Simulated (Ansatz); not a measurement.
`N#[C][Sn]([F])([F])[C]#N` + `C1[SiH2]S1` → `N#[C][SnH]([F])[F]` + `N#C[SiH]1CS1` at 298.15 K and 1 bar (redistribution).

Calculated with Ansatz (gas phase, PBE0-D4/def2-TZVP geometries, no zero-point term in ΔE). CCSD(T)/CBS adds triple-zeta CCSD(T) − MP2 to the extrapolated MP2 energy (def2 sets, frozen cores). def2 core potentials past Kr. For Sn outer-core shells are correlated without core-valence functions, which leaves a few kJ/mol of doubt a bond.

| species | CCSD(T)/CBS energy (Eh) | H − E (kJ/mol) | S (J/(mol·K)) |
| --- | --- | --- | --- |
| `N#[C][Sn]([F])([F])[C]#N` | -599.13719 | 77.6 | 394.3 |
| `C1[SiH2]S1` | -727.30403 | 130.9 | 277.2 |
| `N#[C][SnH]([F])[F]` | -507.00240 | 69.0 | 349.1 |
| `N#C[SiH]1CS1` | -819.45492 | 138.1 | 324.8 |

H − E and S are ideal-gas, rigid-rotor, harmonic terms from PBE0-D4/def2-TZVP, for one conformer and one mirror image of each species. 1 Eh = 2625.50 kJ/mol, R = 8.31446 J/(mol·K).

Question: By hand: ΔE, ΔH, ΔS and ΔG.

Answer: ΔE = (-507.00240) + (-819.45492) − (-599.13719) − (-727.30403) = -0.01610 Eh = -42.3 kJ/mol. Δ(H − E) = 69.0 + 138.1 − 77.6 − 130.9 = -1.4, so ΔH = -43.7 kJ/mol. ΔS = 349.1 + 324.8 − 394.3 − 277.2 = 2.4 J/(mol·K). ΔG = -43.7 − 298.15 × (2.4)/1000 = -44.4 kJ/mol.

Question: By hand: the equilibrium constant, and the temperature at which ΔG would vanish if ΔH and ΔS stayed fixed.

Answer: log₁₀ K = −ΔG/(RT ln 10) = 7.8. ΔH and −TΔS have one sign here, so there is no such temperature. One of them is within its doubt of zero, so this could turn.

The number of gas molecules stays the same, so ΔS is small and ΔH decides. A doubt of 5 kJ/mol in ΔE shifts log₁₀ K by 0.9 here. Other conformers and mirror images would add mixing entropy, several J/(mol·K) or more a flexible species. These are equilibria of isolated gas molecules and say nothing of rates. Largest T1 diagnostic: 0.015 (customary marks: 0.02 for closed shells, 0.045 for open ones).
